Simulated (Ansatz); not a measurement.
A nudged elastic band was laid between two geometries of AlFH₆N₂S (11 atoms, charge 0, multiplicity 1).

Theory: Ansatz, RKS PBE-D4/6-31G*.

```yaml
movable_images: 5
climbing_image: yes
spring: 5.0 eV/Å²
optimiser: quadratic models (default)
start_path: through a guess of the saddle point
force_threshold: 0.05 eV/Å
iteration_limit: 60
end_points: relaxed
```

Image 0:

```xyz
11
Properties=species:S:1:pos:R:3
Al 0.555 0.080 -0.205
F 1.208 -0.910 -1.412
N 0.936 -0.175 1.554
N -1.377 -0.617 -0.262
H 0.790 2.068 -2.019
S 0.271 2.238 -0.772
H 1.280 -1.082 1.877
H 1.496 0.548 2.012
H -1.643 -0.926 0.682
H -1.527 -1.388 -0.924
H -1.990 0.164 -0.530
```

Image 6:

```xyz
11
Properties=species:S:1:pos:R:3
Al 0.555 0.076 -0.206
F 1.210 -0.914 -1.412
N 0.939 -0.176 1.552
N -1.379 -0.619 -0.263
H 0.796 2.074 -2.011
S 0.260 2.233 -0.770
H 1.488 0.555 2.011
H 1.295 -1.079 1.876
H -1.647 -0.926 0.681
H -1.530 -1.390 -0.925
H -1.988 0.165 -0.534
```

Task: What changes between the two ends?

Result: No bond is made or broken.  The two ends are copies of one structure, up to a mirror image or an exchange of like atoms.

Task: Give the energies along the band, and the barrier.

Result: The run converged. The highest image is number 2 of 0 to 6, 11.4 kJ/mol above the ends, which have the same energy within 2 meV. A vibrational analysis at the climbing image gives one clearly imaginary mode, 236i cm⁻¹: a first-order saddle point.

| image | path coordinate (Å) | energy (kJ/mol) |
| --- | --- | --- |
| 0 | 0.00 | 0.0 |
| 1 | 1.22 | 4.4 |
| 2 | 2.44 | 11.4 |
| 3 | 2.83 | 8.3 |
| 4 | 3.23 | 3.5 |
| 5 | 3.62 | 0.7 |
| 6 | 4.01 | 0.0 |

Task: What is the geometry of the highest image?

Result: 
```xyz
11
Properties=species:S:1:pos:R:3:forces:R:3
Al 0.612 0.085 -0.230 0.00 0.00 0.00
F 1.162 -0.876 -1.508 0.00 0.00 0.00
N 1.166 -0.253 1.457 0.00 0.00 0.00
N -1.320 -0.614 -0.168 -0.01 0.00 0.00
H 0.454 1.983 -2.196 0.00 0.00 0.00
S 0.319 2.222 -0.863 0.00 0.00 0.00
H 2.039 0.131 1.817 0.00 0.00 0.00
H 0.562 -0.491 2.242 0.00 0.00 0.00
H -1.561 -1.146 0.677 0.00 0.00 0.00
H -1.472 -1.227 -0.979 0.00 0.00 0.00
H -1.961 0.186 -0.250 0.00 0.00 0.00
```

Task: What are the harmonic wavenumbers there?

Result: 236i, 80, 113, 144, 162, 222, 234, 241, 291, 415, 445, 577, 621, 635, 693, 734, 865, 1239, 1575, 1639, 1660, 2610, 3367, 3493, 3495, 3501, 3583 cm⁻¹.

Time of the run: 5.5 min on 2 threads of Intel(R) Xeon(R) Platinum 8488C (Sapphire Rapids), with other jobs on the host, peak memory 0.16 GiB.
